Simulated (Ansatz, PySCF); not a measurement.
The pair A = HF (SMILES F) (first 2 atoms), B = C2H3F (SMILES C=CF); geometry from B3LYP-D3(BJ)/def2-TZVP.
(charge 0, multiplicity 1):
```
atom    x (Å)    y (Å)    z (Å)
----  -------  -------  -------
F     -0.0997  -0.0549  -0.3070
H      0.0198   0.4426   0.4722
C     -0.2496  -1.1900   2.8743
C      0.0143   0.0645   3.1631
F      0.1764   1.0068   2.1854
H     -0.3506  -1.5352   1.8546
H     -0.3689  -1.8969   3.6820
H      0.1338   0.5071   4.1410
```

Correlated levels freeze the cores. CBS(a, b) extrapolates the correlation energy as X⁻³ and adds the Hartree–Fock energy of set b. MP2 and its Hartree–Fock in aug-cc-pVTZ are density fitted.

Run with Ansatz (a quantum-chemistry and plane-wave program) with Gaussian orbitals; PySCF for the dispersion terms. Each number belongs to the level named beside it.

The monomers are drawn apart, rigid, along the line of their centres of mass. Counterpoise-corrected interaction energies (kcal/mol):

```tsv
level	R = 3.683 Å	R = 4.407 Å
PBE/def2-TZVPPD	-2.5677	-1.2177
PBE-D3(BJ)/def2-TZVPPD	-2.9361	-1.3937
wB97M-V/def2-TZVPPD	-2.8232	-1.3677
MP2/CBS(aug-cc-pVDZ, aug-cc-pVTZ) + ΔCCSD(T)/aug-cc-pVDZ	-2.9184	-1.4070
```

Q: R is the distance of the centres of mass. Find the local exponent m of E ∝ R⁻ᵐ between the two points.

A: 
m = ln(E₁/E₂)/ln(R₂/R₁): PBE/def2-TZVPPD 4.2; PBE-D3(BJ)/def2-TZVPPD 4.2; wB97M-V/def2-TZVPPD 4.0; MP2/CBS(aug-cc-pVDZ, aug-cc-pVTZ) + ΔCCSD(T)/aug-cc-pVDZ 4.1. For scale, two fixed dipoles give m = 3, dipole and quadrupole 4, quadrupoles 5, and dispersion or dipole-induced dipole 6 at long range; at these distances several terms mix, and what is left of overlap and damping shifts m, so it need not match one of them.
